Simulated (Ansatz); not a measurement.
Reaction (ligand exchange at the Si–O bond): `C[N]([GeH3])[SiH2]O` + H–F → `C[N]([GeH3])[SiH2]F` + H₂O

Calculated with Ansatz (gas phase, PBE0-D4/def2-TZVP geometries, no zero-point term in ΔE). CCSD(T)/CBS adds triple-zeta CCSD(T) − MP2 to the extrapolated MP2 energy (def2 sets, frozen cores). This one scheme is used for every species. For Ge outer-core shells are correlated without core-valence functions, which leaves a few kJ/mol of doubt a bond. Scalar relativity is left out up to krypton. One conformer a species, not always the lowest.

`C[N]([GeH3])[SiH2]O`:

Cartesian coordinates in Å:
```
C 1.256 0.521 0.837
N 0.091 -0.132 0.258
Ge 0.408 -1.788 -0.492
Si -1.384 0.710 0.056
O -1.577 1.537 -1.360
H 0.957 1.424 1.378
H 1.996 0.816 0.081
H 1.762 -0.132 1.557
H 0.994 -2.701 0.603
H -0.924 -2.329 -1.022
H 1.440 -1.659 -1.630
H -2.488 -0.274 0.029
H -1.468 1.670 1.192
H -1.063 2.335 -1.488
```

H–F:

Cartesian coordinates in Å:
```
F -0.064 0.454 -0.041
H 0.064 -0.454 0.041
```

`C[N]([GeH3])[SiH2]F`:

Z-matrix (Å, degrees):
```
C
N 1 1.459
H 1 1.094 2 110.5
H 1 1.096 2 111.1 3 -118.8
H 1 1.096 2 112.4 3 120.2
Ge 2 1.849 1 115.2 3 171.7
Si 2 1.698 1 120.4 3 -17.9
H 6 1.532 2 107.8 1 -179.4
H 6 1.540 2 107.6 1 -58.7
H 6 1.541 2 109.6 1 59.6
F 7 1.605 2 113.6 1 -78.9
H 7 1.483 2 109.1 1 38.1
H 7 1.480 2 108.8 1 163.0
```

H₂O:

```xyz
3

O    -0.088    0.202    0.321
H    -0.685   -0.072   -0.378
H     0.773   -0.130    0.057
```

```tsv
species	CCSD(T)/CBS(def2) energy (Eh)
`C[N]([GeH3])[SiH2]O`	-2538.60305
H–F	-100.39570
`C[N]([GeH3])[SiH2]F`	-2562.63827
H₂O	-76.37941
```

(1) Work out ΔE.

Largest T1 diagnostic among the species: 0.012.

Results:

(1) ΔE = (-2562.63827) + (-76.37941) − (-2538.60305) − (-100.39570) = -0.01893 Eh = -49.7 kJ/mol.

In def2-TZVPP, CCSD(T) changes the Hartree–Fock value by +8.9 kJ/mol (the triples alone add +1.5 kJ/mol) and MP2 by +10.6 kJ/mol. The D4 term adds +3.7 kJ/mol with B3LYP and +2.1 kJ/mol with PBE0; it sums over pairs of atoms, weighted by their polarisabilities, and B3LYP, whose exchange is more repulsive, gets the larger term.

B3LYP here is the variant with VWN-RPA as its local correlation; programs differ in this.
